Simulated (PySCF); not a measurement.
## C3H10AlBO2

C3H10AlBO2 is a molecule drawn as a unit of a network glass or zeolite (built as: Al B3, CH3 ends, O bridges), neutral, singlet. The structure, one conformer, was relaxed in the gas phase by PBE0-D3(BJ)/def2-SVP. No frequency run checks that it is a minimum.

SMILES: CB1[O][Al-]([CH3])([CH3])[OH+]1

Coordinates in Å:
```
C1      0.266   -0.266    2.996
B2      0.252   -0.076    1.441
O3      1.158    0.409    0.609
Al4     0.190    0.194   -0.926
C5     -0.640    1.812   -1.644
C6      0.672   -1.338   -2.039
O7     -0.899   -0.458    0.648
H8      0.049   -1.309    3.278
H9      1.243    0.011    3.415
H10    -0.503    0.361    3.475
H11     0.051    2.345   -2.320
H12    -0.931    2.522   -0.854
H13    -1.541    1.584   -2.239
H14     1.000   -2.205   -1.443
H15    -0.172   -1.666   -2.670
H16     1.497   -1.088   -2.727
H17    -1.700   -0.832    1.022
```

Shieldings: GIAO PBE0/pcSseg-1. Shifts are against computed references at the same level: C TMS (σ 184.4 ppm), H TMS (σ 31.27 ppm). Core levels by delta-SCF with SCAN, pcX-2 on the ionised atom and pcseg-1 elsewhere, spin-free X2C (2p3/2 is the spin-free 2p value less a third of a first-order spin-orbit splitting); from the vacuum level, for chosen atoms.

(1) Give the NMR and core-level values of the distinct atoms.

(2) Which of O3, O7 holds its core electrons tightest, and by how much against the loosest?

(3) By CAM-B3LYP/def2-SVPD (TDDFT singlets, Tamm-Dancoff triplets, ionisation by delta-SCF), where does absorption start, and what does vertical ionisation take?

## Answers

(1) 
| atoms | bonded to | σ (ppm) | δ (ppm) | core level (eV) |
| --- | --- | --- | --- | --- |
| C1 | 1 B + 3 H | 187.7 | -3.3 | 1s 290.50 |
| B2 | 1 C + 2 O | 69.9 | - | 1s 197.30 |
| O3 | 1 Al + 1 B | 123.0 | - | 1s 537.11 |
| Al4 | 2 C + 2 O | 384.1 | - | 2p3/2 79.60 |
| C5 | 1 Al + 3 H | 195.6 | -11.2 | - |
| C6 | 1 Al + 3 H | 195.6 | -11.2 | - |
| O7 | 1 Al + 1 B + 1 H | 224.5 | - | 1s 539.93 |
| H8 H9 H10 | 1 C | 30.84 | 0.43 | - |
| H11 H12 H13 | 1 C | 31.87 | -0.60 | - |
| H14 H15 H16 | 1 C | 31.86 | -0.60 | - |
| H17 | 1 O | 27.29 | 3.98 | - |

Values are those of this one static structure, with the three H of a rotating XH3 group averaged; atoms that internal rotation interchanges would show their mean in an NMR spectrum.

The core-hole state of B2 is spin-contaminated (⟨S²⟩ 0.83 against 0.75 for a pure doublet), so that value and differences from it are less sure.

(2) O7 (bonded to 1 Al + 1 B + 1 H), by 2.82 eV over O3 (bonded to 1 Al + 1 B).

(3) The lowest singlet lies at 6.52 eV (f 0.060), the strongest of the first 6 at 7.50 eV (f 0.081), the lowest triplet at 6.32 eV; vertical ionisation takes 9.50 eV.
